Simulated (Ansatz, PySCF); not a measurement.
Mg2O, SMILES [Mg][O][Mg] (connectivity only; charge and spin as stated), neutral, multiplicity 1. Atoms are numbered in the order given.

```xyz
3

Mg     0.0000     0.0000     1.8001
O      0.0000     0.0000     0.0000
Mg     0.0000     0.0000    -1.8001
```

Geometry optimised at PBE0-D3(BJ)/def2-TZVP.

Vertical ionisation energy (IE) and electron affinity (EA) in eV. Rows of orbital energies are one-electron estimates. Where ΔSCF, EOM or ADC give a negative EA the extra electron is unbound and the value depends on the basis.

```tsv
level	IE	EA
−ε(HOMO), −ε(LUMO), r2SCAN/def2-TZVPD (PySCF)	…	…
−ε(HOMO), −ε(LUMO), HF/def2-TZVPD (PySCF)	4.81	1.49
−ε(HOMO), −ε(LUMO), PBE/def2-TZVPD (PySCF)	4.00	3.44
ΔSCF, ωB97X-V/def2-TZVPD (Ansatz), final states of multiplicity 2 and 2	5.55	2.00
ΔSCF, PBE/def2-TZVPD (Ansatz), final states of multiplicity 2 and 2	6.04	1.50
```

Question: What belongs in the gaps? (An estimate is asked for; the answer gives what the named calculation found.)

Answer: 
- −ε(HOMO), −ε(LUMO), r2SCAN/def2-TZVPD (PySCF), IE: 4.01
- −ε(HOMO), −ε(LUMO), r2SCAN/def2-TZVPD (PySCF), EA: 3.46

Question: What vertical singlet–triplet gap does ΔSCF give with ωB97X-V/def2-TZVPD (Ansatz, an electronic-structure program) and with PBE/def2-TZVPD (Ansatz)? (The exact figures need the calculation; the answer reports its results.)

Answer: -1.00 and -0.09 eV (triplet above singlet where positive).
